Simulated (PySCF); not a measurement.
# Two-component Hartree-Fock for Re³⁺ (rhenium, charge +3)

Start: [Xe] 4f14 5d3 6p1; 5d5/2 filled at m_j = +1/2, +3/2, +5/2; 6p3/2 filled at m_j = +3/2. Calculated with PySCF 2.14 in x2c-TZVPall-2c with one added diffuse shell each of s, p, d type (12s12p11d2f, 117 functions): generalised Hartree-Fock with the X2C-1e Hamiltonian and a Gaussian nucleus; spin-orbit coupling (SO) screened by Boettger's factors. This is a chosen level, not necessarily the ground level.

```tsv
spinor shell	electrons	ε, screened SO (eV)	weight of nominal j (screened SO)	rms radius, screened SO (bohr)
1s1/2	2	-72081.4	1.000	0.0204
2s1/2	2	-12668.1	1.000	0.0824
2p1/2	2	-12101.4	1.000	0.0700
3s1/2	2	-3023.3	1.000	0.210
3p1/2	2	-2770.9	1.000	0.202
3p3/2	4	-2451.8	1.000	0.217
3d3/2	4	-2032.8	1.000	0.192
3d5/2	6	-1964.0	1.000	0.196
4s1/2	2	-692.34	1.000	0.469
4p1/2	2	-585.76	1.000	0.476
4p3/2	4	-510.53	1.000	0.509
4d3/2	4	-335.03	0.999	0.531
4d5/2	6	-320.75	1.000	0.543
5s1/2	2	-135.81	1.000	1.11
5p1/2	2	-100.43	0.961	1.20
4f5/2	6	-97.313	0.984	0.636
4f7/2	8	-94.824	0.991	0.635
5p3/2	4	-88.110	0.985	1.29
5d5/2	3	-44.509	0.625	1.74
6p3/2	1	-25.871	1.000	3.30
```

(1) Where does 2p3/2 lie, and what is the 2p spin-orbit splitting (screened SO)?

| quantity | screened SO |
| --- | --- |
| E (hartree) | -16698.40070 |
| M_J | 6 |
| ⟨J²⟩ | 42.006 |
| ⟨L²⟩ | 21.637 |
| ⟨S²⟩ | 5.548 |

Each row is a mean over spinors that exchange with the open shell spreads, by up to 7.670 eV (5p3/2).

Rows whose weight is well below 1 are mixtures of j = l ± 1/2: exchange outweighs spin-orbit coupling there, and the label is only the starting occupation.

Breit and QED terms are absent; they matter most for the inner s and p1/2 levels.

Densities and radii are taken from the X2C orbitals without a picture-change correction, which distorts them close to the nucleus.

## Answers

(1) At -10656.1 eV, 1445.3 eV above 2p1/2.
